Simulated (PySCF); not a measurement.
# Computed properties of H₄O₃SSn, SMILES [OH][Sn]([OH])([OH])[SH]

Sn(OH)3(SH) (H4O3SSn), SMILES [Sn]([OH])([OH])([OH])[SH]. Coordinates come from a PBE0-D3(BJ)/def2-SVP optimisation. The def2 effective core potentials stand for the cores of Sn; spin–orbit coupling is left out. One conformer was computed; it need not be the lowest. All values are computed for the isolated molecule unless a solvent is named; none is compared with measurement here.

**Structure.** All 21 harmonic modes at PBE0-D3(BJ)/def2-SVP (PySCF) are real, so it is a minimum. With heavy atoms numbered as in [OH:1][Sn:2]([OH:3])([OH:4])[SH:5], the shortest bond between them is O1–Sn2 at 1.968 Å and the longest Sn2–S5 at 2.392 Å.

**Vibrations.** The strongest infrared lines (harmonic, unscaled, degenerate partners summed) lie at 257 cm⁻¹ (175 km/mol, H 69 %, O 29 %), 865 cm⁻¹ (120 km/mol, H 91 %), 3879 cm⁻¹ (101 km/mol, H 94 %). The softest mode is at 91 cm⁻¹ and the zero-point energy is 30.7 kcal/mol.

**Electronic structure.** PBE0/def2-TZVP (PySCF) places the frontier levels at -8.00 and -1.86 eV, a gap of 6.14 eV, and gives a dipole moment of 0.79 D and a mean polarisability of 66.0 bohr³. PBE/def2-TZVP (PySCF) at the same geometry gives -6.69 and -2.79 eV, so its gap is 2.24 eV narrower. An orbital gap is neither the optical nor the fundamental gap.

**Excitations.** TDDFT-ωB97X/def2-SVPD (PySCF) has S1 at 5.14 eV (241 nm, f = 0.021, weak); the most intense of the 10 singlets computed lies at 7.34 eV (f = 0.19). T1 (TDA) is at 4.70 eV. TDDFT-PBE/def2-SVPD (PySCF) puts S1 at 4.00 eV. No vertical singlet excitation falls in the visible range (under 3.1 eV).
